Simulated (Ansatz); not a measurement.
Isolated molecules relaxed with PBE0-D4/def2-TZVP in Ansatz; ΔE leaves out vibrations. CCSD(T)/CBS adds triple-zeta CCSD(T) − MP2 to the extrapolated MP2 energy (def2 sets, frozen cores). This one scheme is used for every species. DFT in def2-TZVPP. One conformer a species, not always the lowest.

`N[Si](N)(F)Cl` + H₂O → `N[Si](N)(O)Cl` + H–F  (formal hydrolysis of the Si–F bond)

| level | ΔE (kcal/mol) |
| --- | --- |
| LC-ωPBE | 10.4 |
| MP2/def2-TZVPP | 9.2 |

Problem. What does CCSD(T)/CBS give? (Best estimate.)

Solution. The calculation gave: +10.0 kcal/mol. The listed levels differ from it by 0.4, -0.8 kcal/mol.

Largest T1 diagnostic among the species: 0.010.

Leaving LDA and LC-ωPBE aside and taking each functional with its dispersion term where it has one, the values, not all of them listed here, spread over 2.0 kcal/mol, from revPBE-D4 to B97M-V. LDA lies −1.2 kcal/mol from PBE without D4. In def2-TZVPP, CCSD(T) changes the Hartree–Fock value by −1.9 kcal/mol (the triples alone add −0.3 kcal/mol) and MP2 by −2.5 kcal/mol. The D4 term adds −0.9 kcal/mol with B3LYP and −0.5 kcal/mol with PBE0; it sums over pairs of atoms, weighted by their polarisabilities, and B3LYP, whose exchange is more repulsive, gets the larger term.

B3LYP here is the variant with VWN-RPA as its local correlation; programs differ in this.
